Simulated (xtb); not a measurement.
C4H12Si (SMILES C[Si](C)(C)C), singlet, from a rough starting geometry; xtb with GFN2-xTB.

Here is a job for xtb.
```
$ xtb mol.xyz --gfn 2 --opt vtight --json

# file mol.xyz
17

C     -0.44471271    -1.20789774    -1.41363208
Si    -0.01657391     0.00845665    -0.00946981
C     -0.00159128     1.81177800    -0.69856618
C     -1.32321611    -0.14448716     1.41233985
C      1.70892238    -0.38951538     0.76040499
H     -1.40826760    -0.95484741    -1.86829144
H     -0.36821833    -2.25255796    -1.00668967
H      0.30586317    -1.17358750    -2.21089282
H      0.24308772     2.47751689     0.12333833
H     -0.92849153     2.07855813    -1.05850432
H      0.72992828     1.90218546    -1.48790077
H     -2.30448936     0.07319331     1.02071077
H     -1.33355161    -1.20347220     1.81587083
H     -1.12423488     0.55425532     2.16837476
H      1.75285776    -1.41399766     1.05412430
H      2.50281597    -0.33882128    -0.05429333
H      2.04397612     0.24279674     1.56426895
```

Problem. What does xtb print? Leave out banner, timings and long lists.

Solution. 
```
   ID    Z sym.   atoms
    1    6 C      1, 3-5
    2   14 Si     2
    3    1 H      6-17

           -------------------------------------------------
          |                Calculation Setup                |
           -------------------------------------------------

           -------------------------------------------------
          |                 G F N 2 - x T B                 |
           -------------------------------------------------

          ...................................................
          :                      SETUP                      :
          :.................................................:
          :  # basis functions                  38          :
          :  # atomic orbitals                  37          :
          :  # shells                           23          :
          :  # electrons                        32          :
          :  max. iterations                   250          :
          :  Hamiltonian                  GFN2-xTB          :
          :  restarted?                      false          :
          :  GBSA solvation                  false          :
          :  PC potential                    false          :
          :  electronic temp.          300.0000000     K    :
          :  accuracy                    1.0000000          :
          :  -> integral cutoff          0.2500000E+02      :
          :  -> integral neglect         0.1000000E-07      :
          :  -> SCF convergence          0.1000000E-05 Eh   :
          :  -> wf. convergence          0.1000000E-03 e    :
          :  Broyden damping             0.4000000          :
          :  net charge                          0          :
          :  unpaired electrons                  0          :
          ...................................................

 iter      E             dE          RMSdq      gap      omega  full diag
   1    -16.5349084 -0.165349E+02  0.291E+00    7.67       0.0  T
   2    -16.6083483 -0.734399E-01  0.144E+00    6.52       1.0  T
   3    -16.6205063 -0.121580E-01  0.989E-01    7.17       1.0  T
   4    -16.6282774 -0.777106E-02  0.277E-01    6.91       1.0  T
   5    -16.6283867 -0.109361E-03  0.129E-01    6.93       1.0  T
   6    -16.6284373 -0.505166E-04  0.399E-02    6.95       1.0  T
   7    -16.6284395 -0.223609E-05  0.191E-02    6.95       1.3  T
   8    -16.6284396 -0.111089E-06  0.658E-03    6.95       3.7  T
   9    -16.6284396 -0.314191E-08  0.386E-03    6.95       6.3  T
  10    -16.6284397 -0.769847E-07  0.113E-03    6.95      21.6  T
  11    -16.6284397 -0.489639E-08  0.502E-04    6.95      48.3  T
  12    -16.6284397 -0.228987E-09  0.144E-04    6.95     168.7  T

   *** convergence criteria satisfied after 12 iterations ***

         :::::::::::::::::::::::::::::::::::::::::::::::::::::
         ::                     SUMMARY                     ::
         :::::::::::::::::::::::::::::::::::::::::::::::::::::
         :: total energy             -16.376108802697 Eh    ::
         :: gradient norm              0.102002847178 Eh/a0 ::
         :: HOMO-LUMO gap              6.951040873021 eV    ::
         ::.................................................::
         :: SCC energy               -16.628380341899 Eh    ::
         :: -> isotropic ES            0.022349776882 Eh    ::
         :: -> anisotropic ES          0.006947371441 Eh    ::
         :: -> anisotropic XC          0.010839625695 Eh    ::
         :: -> dispersion             -0.009618429453 Eh    ::
         :: repulsion energy           0.252271539202 Eh    ::
         :: add. restraining           0.000000000000 Eh    ::
         :: total charge               0.000000000000 e     ::
         :::::::::::::::::::::::::::::::::::::::::::::::::::::

      -----------------------------------------------------------
     |                   =====================                   |
     |                        A N C O P T                        |
     |                   =====================                   |
     |               Approximate Normal Coordinate               |
     |                Rational Function Optimizer                |
      -----------------------------------------------------------
      -----------------------------------------------------------
     |                   =====================                   |
     |                        A N C O P T                        |
     |                   =====================                   |
     |               Approximate Normal Coordinate               |
     |                Rational Function Optimizer                |
      -----------------------------------------------------------

          ...................................................
          :                      SETUP                      :
          :.................................................:
          :   optimization level         verytight          :
          :   max. optcycles                   340          :
          :   ANC micro-cycles                  20          :
          :   degrees of freedom                45          :
          :.................................................:
          :   RF solver                   davidson          :
          :   write xtbopt.log                true          :
          :   linear?                        false          :
          :   energy convergence         0.1000000E-06 Eh   :
          :   grad. convergence          0.2000000E-03 Eh/α :
          :   maxmium RF displ.          1.0000000          :
          :   Hlow (freq-cutoff)         0.1000000E-01      :
          :   Hmax (freq-cutoff)         5.0000000          :
          :   S6 in model hess.         20.0000000          :
          ...................................................

generating ANC from exact Hessian ...
Using Lindh-Hessian (1995)
 Shifting diagonal of input Hessian by    7.5880795310643064E-003
 Lowest  eigenvalues of input Hessian
[...]
 * total energy  :   -16.3861153 Eh     change       -0.1000650E-01 Eh
 * total energy  :   -16.3869580 Eh     change       -0.8426851E-03 Eh
 * total energy  :   -16.3869790 Eh     change       -0.2102468E-04 Eh
 * total energy  :   -16.3869834 Eh     change       -0.4375628E-05 Eh
 * total energy  :   -16.3869846 Eh     change       -0.1247742E-05 Eh
 * total energy  :   -16.3869849 Eh     change       -0.2954062E-06 Eh
 * total energy  :   -16.3869851 Eh     change       -0.1687813E-06 Eh
 * total energy  :   -16.3869853 Eh     change       -0.1917080E-06 Eh
 * total energy  :   -16.3869855 Eh     change       -0.1586654E-06 Eh
 * total energy  :   -16.3869856 Eh     change       -0.1469271E-06 Eh
 * total energy  :   -16.3869857 Eh     change       -0.1414837E-06 Eh
 * total energy  :   -16.3869858 Eh     change       -0.8680439E-07 Eh
   *** GEOMETRY OPTIMIZATION CONVERGED AFTER 13 ITERATIONS ***
         :: total energy             -16.386985827460 Eh    ::
[...]
           -------------------------------------------------

    * Orbital Energies and Occupations

         #    Occupation            Energy/Eh            Energy/eV
      -------------------------------------------------------------
         1        2.0000           -0.7261841             -19.7605
       ...           ...                  ...                  ...
         4        2.0000           -0.5623230             -15.3016
         5        2.0000           -0.5233107             -14.2400
         6        2.0000           -0.4629761             -12.5982
         7        2.0000           -0.4629731             -12.5981
         8        2.0000           -0.4629695             -12.5980
         9        2.0000           -0.4571117             -12.4386
        10        2.0000           -0.4571038             -12.4384
        11        2.0000           -0.4514253             -12.2839
        12        2.0000           -0.4514231             -12.2838
        13        2.0000           -0.4514215             -12.2838
        14        2.0000           -0.3900556             -10.6140
        15        2.0000           -0.3900446             -10.6137
        16        2.0000           -0.3900399             -10.6135 (HOMO)
        17                         -0.1211799              -3.2975 (LUMO)
        18                         -0.1211678              -3.2971
        19                         -0.1211277              -3.2961
        20                         -0.0118820              -0.3233
        21                         -0.0118571              -0.3226
        22                          0.0837041               2.2777
        23                          0.1989759               5.4144
        24                          0.1990055               5.4152
        25                          0.1990126               5.4154
        26                          0.2250318               6.1234
        27                          0.2250387               6.1236
       ...                                ...                  ...
        37                          0.5053301              13.7507
      -------------------------------------------------------------
                  HL-Gap            0.2688600 Eh            7.3161 eV
             Fermi-level           -0.2556099 Eh           -6.9555 eV

     #   Z          covCN         q      C6AA      α(0)
     1   6 C        3.648    -0.205    24.938     7.175
     2  14 Si       3.493     0.479   101.376    19.498
     3   6 C        3.648    -0.205    24.938     7.175
     4   6 C        3.648    -0.205    24.938     7.175
     5   6 C        3.648    -0.205    24.938     7.175
     6   1 H        0.925     0.028     2.609     2.526
     7   1 H        0.925     0.028     2.609     2.526
     8   1 H        0.925     0.028     2.609     2.526
     9   1 H        0.925     0.028     2.609     2.526
    10   1 H        0.925     0.028     2.609     2.526
    11   1 H        0.925     0.028     2.609     2.526
    12   1 H        0.925     0.028     2.609     2.526
    13   1 H        0.925     0.028     2.609     2.526
    14   1 H        0.925     0.028     2.609     2.526
    15   1 H        0.925     0.028     2.609     2.526
    16   1 H        0.925     0.028     2.609     2.526
    17   1 H        0.925     0.028     2.609     2.526

 Mol. C6AA /au·bohr⁶  :       2411.332733
 Mol. C8AA /au·bohr⁸  :      66403.279539
 Mol. α(0) /au        :         78.505817

Wiberg/Mayer (AO) data.
largest (>0.10) Wiberg bond orders for each atom

 ---------------------------------------------------------------------------
     #   Z sym  total        # sym  WBO       # sym  WBO       # sym  WBO
 ---------------------------------------------------------------------------
     1   6 C    3.979 --     7 H    0.990     6 H    0.990     8 H    0.990
                             2 Si   0.892
     2  14 Si   3.644 --     1 C    0.892     4 C    0.892     5 C    0.892
                             3 C    0.892
     3   6 C    3.979 --     9 H    0.990    10 H    0.990    11 H    0.990
                             2 Si   0.892
     4   6 C    3.979 --    12 H    0.990    14 H    0.990    13 H    0.990
                             2 Si   0.892
     5   6 C    3.979 --    16 H    0.990    17 H    0.990    15 H    0.990
                             2 Si   0.892
     6   1 H    0.999 --     1 C    0.990
     7   1 H    0.999 --     1 C    0.990
     8   1 H    0.999 --     1 C    0.990
     9   1 H    0.999 --     3 C    0.990
    10   1 H    0.999 --     3 C    0.990
    11   1 H    0.999 --     3 C    0.990
    12   1 H    0.999 --     4 C    0.990
    13   1 H    0.999 --     4 C    0.990
    14   1 H    0.999 --     4 C    0.990
    15   1 H    0.999 --     5 C    0.990
    16   1 H    0.999 --     5 C    0.990
    17   1 H    0.999 --     5 C    0.990
 ---------------------------------------------------------------------------

Topologies differ in total number of bonds
Writing topology from bond orders to xtbtopo.mol

molecular dipole:
                 x           y           z       tot (Debye)
 q only:       -0.000       0.000       0.000
   full:       -0.000       0.000       0.000       0.001
molecular quadrupole (traceless):
                xx          xy          yy          xz          yz          zz
 q only:        0.000       0.000       0.000      -0.000       0.000      -0.000
  q+dip:       -0.000       0.000       0.000      -0.000      -0.000       0.000
   full:       -0.000       0.000       0.000      -0.000      -0.000       0.000

optimized geometry written to: xtbopt.xyz

           -------------------------------------------------
          | TOTAL ENERGY              -16.386985827460 Eh   |
          | GRADIENT NORM               0.000046114362 Eh/α |
          | HOMO-LUMO GAP               7.316053149278 eV   |
           -------------------------------------------------

normal termination of xtb
```
